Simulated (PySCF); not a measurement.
Constitutional and geometric isomers with formula C2H2BN. Gas-phase values, no solvent. Strings in code marks are SMILES.

These are PBE-D3(BJ)/def2-TZVP // B3LYP-D3(BJ)/def2-TZVP run with PySCF 2.14.0 values and carry that method's errors. Delta-SCF ions had no search for a lower state. Excitations are Tamm–Dancoff values on a coarser integration grid. The basis has no diffuse functions, so Rydberg states are missing or too high.

```
species     S1 oscillator strength  S1–T1 gap (TDA) (eV)  T1 excitation (TDA) (eV)  vertical ionisation energy (Delta-SCF) (eV)  dipole moment (D)
----------  ----------------------  --------------------  ------------------------  -------------------------------------------  -----------------
`B(=N)C#C`                   0.000                     –                         –                                        10.19               0.58
`C#CN=B`                     0.000                     –                         –                                         9.52               1.07
`C=BC#N`                     0.000                  0.36                      2.12                                         9.76               2.57
`B=C=C=N`                    0.000                  0.36                      3.08                                         9.32               1.35
`B=CC#N`                     0.000                  0.41                      2.41                                         9.78               4.81
```
